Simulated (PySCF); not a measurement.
Compound: SiHMe2(pyrrolidide), C6H15NSi.
Structure used (PBE0-D3(BJ)/def2-SVP), in Å, numbered top down from 1:
```
atom  x, y, z in Å
Si1    0.501    1.301    0.694
H2    -0.068    1.670    2.042
C3     2.350    1.055    0.907
H4     2.820    1.975    1.288
H5     2.823    0.797   -0.054
H6     2.570    0.249    1.624
C7     0.123    2.708   -0.487
H8    -0.958    2.902   -0.558
H9     0.499    2.487   -1.498
H10    0.603    3.636   -0.137
N11   -0.184   -0.169    0.068
C12   -1.445   -0.250   -0.653
C13   -1.491   -1.696   -1.134
C14   -0.868   -2.437    0.043
C15    0.251   -1.495    0.495
H16   -1.482    0.472   -1.485
H17   -2.325   -0.042   -0.006
H18   -0.862   -1.810   -2.032
H19   -2.506   -2.037   -1.384
H20   -1.614   -2.548    0.847
H21   -0.502   -3.443   -0.209
H22    0.408   -1.564    1.587
H23    1.213   -1.771    0.021
```

Definitions: NICS(0) = −σiso at the ring centroid; NICS(1) = −σiso and NICS(1)zz = −σzz at ±1 Å along the ring normal z. Level: GIAO B3LYP/pcSseg-1 (PySCF, non-relativistic, gas phase) on the PBE0-D3(BJ)/def2-SVP geometry, one conformer.

Ring bond lengths (Å): N11–C12 1.454, C12–C13 1.524, C13–C14 1.524, C14–C15 1.531, C15–N11 1.460.

**Question.** What do the NICS probes read (ppm)?

**Answer.** 
| ring | type | NICS(0) | NICS(1), two faces | NICS(1)zz, two faces | rms pucker (Å) | centre to ring atoms, mean (Å) |
| --- | --- | --- | --- | --- | --- | --- |
| N11–C12–C13–C14–C15 | 5-membered ring with N | -7.1 | -3.4 / -3.5 | -4.4 / -4.3 | 0.17 | 1.26 |

**Question.** What can be read from them?

**Answer.** 
- N11–C12–C13–C14–C15: mean NICS(1)zz -4.4 ppm, shielded. C12, C13, C14, C15 have four or more neighbours, so the value isn't read as a sign of a π ring current.

**Question.** Give the inner angles of the rings.

**Answer.** 
- N11–C12–C13–C14–C15: N11 110.7°, C12 103.6°, C13 101.9°, C14 103.1°, C15 104.7°; sum 524.0° against 540° for a flat convex ring.

**Question.** How do the values depend on the level or the medium?

**Answer.** 
```json
{"level": "B3LYP/pcSseg-1, gas", "NICS(0), N11–C12–C13–C14–C15": "-7.1", "mean NICS(1)zz, N11–C12–C13–C14–C15": "-4.4"}
{"level": "PBE0/pcSseg-1, gas", "NICS(0), N11–C12–C13–C14–C15": "-7.5", "mean NICS(1)zz, N11–C12–C13–C14–C15": "-4.7"}
```

The geometry is the same throughout.

The run took 22 s wall, 53 s CPU on 2 threads, AMD EPYC 9R45 (x86_64), no GPU, shared host, and the process peaked at 1.9 GiB of memory. This is the whole shielding run at B3LYP/pcSseg-1, SCF included.
